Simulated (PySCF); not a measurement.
A series of related molecules.

All values: B3LYP/def2-SVPD (PySCF) at PBE0-D3(BJ)/def2-SVP geometries, gas phase, one conformer each. Core orbitals are frozen in the response; Δα² is half the sum of the squared differences of the principal polarisabilities. Atoms past krypton carry effective core potentials. The calculation is non-relativistic apart from the core potentials, for bromine too.

Problem. Rank by dipole moment, highest first.
A. `C=[CH][Sn]([CH]=C)([CH]=C)[N]=C=O` (Sn(vinyl)3(NCO))
B. `C=[CH][Sn]([I])([CH]=C)[CH]=C` (Sn(vinyl)3I)
C. `C=[CH][Sn]([SiH3])([CH]=C)[CH]=C` (Sn(vinyl)3(SiH3))
D. `C=[CH][Sn]([Br])([CH]=C)[CH]=C` (Sn(vinyl)3Br)
E. `C=[CH][Sn]([CH]=C)([CH]=C)[NH]C` (Sn(vinyl)3(NHMe))

Solution. A (4.35 D), D (2.77 D), B (2.52 D), E (0.76 D), C (0.59 D).

Problem. Rank by polarisability anisotropy Δα, lowest first.
A. `C=[CH][Sn]([I])([CH]=C)[CH]=C` (Sn(vinyl)3I)
B. `C=[CH][Sn]([F])([CH]=C)[CH]=C` (Sn(vinyl)3F)
C. `[CH]([Sn]([NH]C)([CH]=C)[CH]=C)=C` (Sn(vinyl)3(NHMe))
D. `C=[CH][Sn]([Br])([CH]=C)[CH]=C` (Sn(vinyl)3Br)
E. `C=[CH][Sn]([SiH3])([CH]=C)[CH]=C` (Sn(vinyl)3(SiH3))
F. `[CH]([Sn]([CH]=C)([N]=C=O)[CH]=C)=C` (Sn(vinyl)3(NCO))

Solution. A (0.57 Å³), D (1.17 Å³), F (1.45 Å³), B (3.24 Å³), C (5.21 Å³), E (6.12 Å³).

All values together:

```json
{"SMILES": "C=[CH][Sn]([CH]=C)([CH]=C)[NH]C", "formula": "C7H13NSn", "μ (D)": "0.76", "HOMO (eV)": "-5.98", "LUMO (eV)": "-0.88", "α (Å³)": "20.12", "Δα (Å³)": "5.21", "electrons": "112", "α per electron (Å³)": "0.180"}
{"SMILES": "C=[CH][Sn]([F])([CH]=C)[CH]=C", "formula": "C6H9FSn", "μ (D)": "2.73", "HOMO (eV)": "-7.57", "LUMO (eV)": "-0.88", "α (Å³)": "16.70", "Δα (Å³)": "3.24", "electrons": "104", "α per electron (Å³)": "0.161"}
{"SMILES": "C=[CH][Sn]([I])([CH]=C)[CH]=C", "formula": "C6H9ISn", "μ (D)": "2.52", "HOMO (eV)": "-7.11", "LUMO (eV)": "-1.14", "α (Å³)": "22.18", "Δα (Å³)": "0.57", "electrons": "148", "α per electron (Å³)": "0.150"}
{"SMILES": "C=[CH][Sn]([Br])([CH]=C)[CH]=C", "formula": "C6H9BrSn", "μ (D)": "2.77", "HOMO (eV)": "-7.60", "LUMO (eV)": "-0.94", "α (Å³)": "20.00", "Δα (Å³)": "1.17", "electrons": "130", "α per electron (Å³)": "0.154"}
{"SMILES": "C=[CH][Sn]([SiH3])([CH]=C)[CH]=C", "formula": "C6H12SiSn", "μ (D)": "0.59", "HOMO (eV)": "-7.08", "LUMO (eV)": "-0.79", "α (Å³)": "21.94", "Δα (Å³)": "6.12", "electrons": "112", "α per electron (Å³)": "0.196"}
{"SMILES": "C=[CH][Sn]([CH]=C)([CH]=C)[N]=C=O", "formula": "C7H9NOSn", "μ (D)": "4.35", "HOMO (eV)": "-7.66", "LUMO (eV)": "-1.04", "α (Å³)": "19.58", "Δα (Å³)": "1.45", "electrons": "116", "α per electron (Å³)": "0.169"}
```

Conformers: `C=[CH][Sn]([CH]=C)([CH]=C)[NH]C`; `C=[CH][Sn]([F])([CH]=C)[CH]=C`; `C=[CH][Sn]([I])([CH]=C)[CH]=C`; `C=[CH][Sn]([Br])([CH]=C)[CH]=C`; `C=[CH][Sn]([SiH3])([CH]=C)[CH]=C`; `C=[CH][Sn]([CH]=C)([CH]=C)[N]=C=O`.

Problem. How closely does the mean polarisability follow the number of electrons in this set?

Solution. The correlation coefficient is 0.62; α per electron runs from 0.150 to 0.196 Å³.
